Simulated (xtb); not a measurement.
xtb input:

```bash
xtb mol.xyz --gfn 2 --sp --chrg 0 --uhf 0
```
mol.xyz:
```
8

B      0.04464608     0.16872559    -0.07547794
Cl     1.19108183     1.32416079    -0.74580513
Cl     0.62736663    -1.41953979     0.45194296
O     -1.23661918     0.52514328     0.01616638
C     -2.27146034    -0.31335029     0.53965100
H     -2.06130161    -0.57481840     1.57642695
H     -2.35848035    -1.22450087    -0.05167697
H     -3.19535667     0.25608988     0.48105956
```

Task: Which total energy does the run end on?

Result: -18.16996 Eh (GFN2-xTB).
